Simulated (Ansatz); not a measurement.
System: CH3ClGa, charge 0, doublet. CH3ClGa (SMILES [CH3][Ga][Cl], doublet).
B3LYP-D3(BJ)/def2-TZVP minimum from Ansatz (a program for electronic structure):
```xyz
6

Ga     0.5184     0.3207     0.0320
C     -0.4192     1.4919    -1.3373
H     -1.3421     1.8388    -0.8715
H     -0.6502     0.8520    -2.1894
H      0.2050     2.3294    -1.6367
Cl    -0.6922    -1.4066     0.6899
```
Charge 0, spin multiplicity 2.

Total energies in hartree (Ansatz). UHF or UKS for unpaired electrons; spin-orbit terms are left out. Correlated methods leave the cores frozen (noble-gas shells, and filled d and f shells in the p block). No relativity. For partners of very few electrons the exact lower level stands in for a higher one. The spin of CH3ClGa ([CH3][Ga][Cl], doublet) was assumed, and the state is the lowest solution found for it.

| species | HF/def2-TZVPP | CCSD(T)/def2-TZVPP | HF/def2-QZVPP | CCSD(T)/def2-QZVPP | CCSD(T)/def2-SVP | CCSDT(Q)/def2-SVP |
|---|---|---|---|---|---|---|
| 1: CH3ClGa (SMILES [CH3][Ga][Cl], doublet) | -2422.43282 | -2422.90902 | -2422.48753 | -2422.99718 | -2422.34763 | -2422.34927 |
| 2: Ga (doublet) | -1923.22349 | -1923.27127 | -1923.26359 | -1923.31275 | -1923.01807 | -1923.01830 |
| 3: C (triplet) | -37.69248 | -37.78103 | -37.69363 | -37.78651 | -37.71541 | -37.71574 |
| 4: H (doublet) | -0.49981 | -0.49981 | -0.49998 | -0.49998 | -0.49928 | -0.49928 |
| 5: Cl (doublet) | -459.47685 | -459.66464 | -459.48954 | -459.69535 | -459.44599 | -459.44629 |

**Question.** Work out the atomisation energy (electronic, to ground-state atoms) in kJ/mol: take Hartree-Fock from def2-QZVPP, extrapolate the CCSD(T) correlation energy as X^-3 (X = 3, 4), and add CCSDT(Q) - CCSD(T) in def2-SVP. 1 hartree = 2625.5 kJ/mol.

**Answer.** 
Species 1: correlation (64·(-0.50965) - 27·(-0.47620))/37 = -0.53406; step -0.00164; E1 = -2422.48753 + (-0.53406) + (-0.00164) = -2423.02323
Species 2: correlation (64·(-0.04916) - 27·(-0.04778))/37 = -0.05017; step -0.00023; E2 = -1923.26359 + (-0.05017) + (-0.00023) = -1923.31399
Species 3: correlation (64·(-0.09288) - 27·(-0.08855))/37 = -0.09604; step -0.00033; E3 = -37.69363 + (-0.09604) + (-0.00033) = -37.79000
Species 4: correlation (64·(0.00000) - 27·(0.00000))/37 = 0.00000; step +0.00000; E4 = -0.49998 + (0.00000) + (+0.00000) = -0.49998
Species 5: correlation (64·(-0.20581) - 27·(-0.18779))/37 = -0.21896; step -0.00030; E5 = -459.48954 + (-0.21896) + (-0.00030) = -459.70880
-1·E1 +1·E2 +1·E3 +3·E4 +1·E5 = 0.71050 hartree = 1865.4 kJ/mol.
